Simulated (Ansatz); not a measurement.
Job for Ansatz (a first-principles code): U-B3LYP-D3(BJ)/def2-TZVP on O2 (SMILES O=O).

Ansatz 0.2 input:
```yaml
crystal:
  periodic: [false, false, false]
  atoms:
    - {symbol: O, position_ang: [0.00000000, 0.00000000, 0.62300000]}
    - {symbol: O, position_ang: [0.00000000, 0.00000000, -0.62300000]}
basis:
  gaussian:
    orbitals: def2-TZVP
hamiltonian:
  xc: b3lyp
  dispersion: d3bj
magnetization: {spin_polarized: true, initial_magnetization: 2}
relax: {f_tol: 0.004, max_steps: 120}
```

The log:

```
WARN ansatz: RAYON_NUM_THREADS=4 ignored (pool sized by the plan → 4); use --threads N
Functional definition: B3LYP
integrals: 0.01 GiB planned
302 factors; their error is unknown
mean field: 0.14 GiB planned
mean field evaluation 1: about -4091.8078 eV, gradient 1.2e1 eV
mean field evaluation 2: about -4092.0657 eV, gradient 7.7e0 eV
mean field evaluation 4: about -4092.2380 eV, gradient 3.2e-1 eV
mean field evaluation 8: about -4092.2514 eV, gradient 2.1e-3 eV
mean field -4092.25138781 eV, -150.3874646745 hartree, gradient 1.4e-5 eV, S^2 2.009458; 0 other end points of the search recorded, 0 dependent functions left out
the calculation of the forces begins
reference -4092.25151949 eV, -150.3874695134 hartree; 9, 7 occupied and 53, 55 virtual orbitals, 302 factors
relax step   1: F+E_penalty+E_count = -4092.26378067 eV  Δ(F+E_penalty+E_count) = +0.000e0 eV  max|allowed force component| = 2.846e0 eV/Å  Δτ_max = 0.0000 Å  (26 SCF iters, accepted)
these checks for a lower state are left out or cut short: starts, cluster_reference, orbital_swaps, neighbouring_geometries, increment
integrals: 0.01 GiB planned
302 factors; their error is unknown
mean field: 0.14 GiB planned
mean field evaluation 16: about -4092.2953 eV, gradient 1.9e-2 eV
mean field -4092.30895878 eV, -150.3895803684 hartree, gradient 2.0e-5 eV, S^2 2.009041; 0 other end points of the search recorded, 0 dependent functions left out
the calculation of the forces begins
reference -4092.30909007 eV, -150.3895851933 hartree; 9, 7 occupied and 53, 55 virtual orbitals, 302 factors
relax step   2: F+E_penalty+E_count = -4092.32135345 eV  Δ(F+E_penalty+E_count) = -5.757e-2 eV  max|allowed force component| = 8.428e-1 eV/Å  Δτ_max = 0.0153 Å  (28 SCF iters, accepted)
these checks for a lower state are left out or cut short: starts, cluster_reference, orbital_swaps, neighbouring_geometries, increment
integrals: 0.01 GiB planned
302 factors; their error is unknown
mean field: 0.14 GiB planned
mean field -4092.31364000 eV, -150.3897524001 hartree, gradient 1.8e-5 eV, S^2 2.008867; 0 other end points of the search recorded, 0 dependent functions left out
the calculation of the forces begins
reference -4092.31377117 eV, -150.3897572205 hartree; 9, 7 occupied and 53, 55 virtual orbitals, 302 factors
relax step   3: F+E_penalty+E_count = -4092.32603544 eV  Δ(F+E_penalty+E_count) = -4.682e-3 eV  max|allowed force component| = 1.013e-1 eV/Å  Δτ_max = 0.0062 Å  (29 SCF iters, accepted)
these checks for a lower state are left out or cut short: starts, cluster_reference, orbital_swaps, neighbouring_geometries, increment
integrals: 0.01 GiB planned
302 factors; their error is unknown
mean field: 0.14 GiB planned
mean field evaluation 32: about -4092.2998 eV, gradient 7.7e-5 eV
mean field -4092.31370481 eV, -150.3897547820 hartree, gradient 1.8e-5 eV, S^2 2.008886; 0 other end points of the search recorded, 0 dependent functions left out
the calculation of the forces begins
reference -4092.31383599 eV, -150.3897596028 hartree; 9, 7 occupied and 53, 55 virtual orbitals, 302 factors
relax step   4: F+E_penalty+E_count = -4092.32610018 eV  Δ(F+E_penalty+E_count) = -6.473e-5 eV  max|allowed force component| = 2.506e-3 eV/Å  Δτ_max = 0.0007 Å  (30 SCF iters, accepted)
integrals: 0.01 GiB planned
302 factors; their error is unknown
mean field: 0.14 GiB planned
mean field -4092.31370481 eV, -150.3897547820 hartree, gradient 5.1e-5 eV, S^2 2.008886; 1 other end points of the search recorded, 0 dependent functions left out
the calculation of the forces begins
reference -4092.31383599 eV, -150.3897596028 hartree; 9, 7 occupied and 53, 55 virtual orbitals, 302 factors
Total energy: -4092.32623136 eV, -150.3902151240 hartree
Atom 0 at     0.000000    -0.000000     0.602152 Å, force    -0.000000    -0.000000    -0.002506 eV/Å
Atom 1 at    -0.000000     0.000000    -0.602152 Å, force     0.000000     0.000000     0.002506 eV/Å
Dipole moment:     0.000000     0.000000     0.000000 e Å
```

Self-consistency was reached.

Cost: very roughly 5 core-seconds.
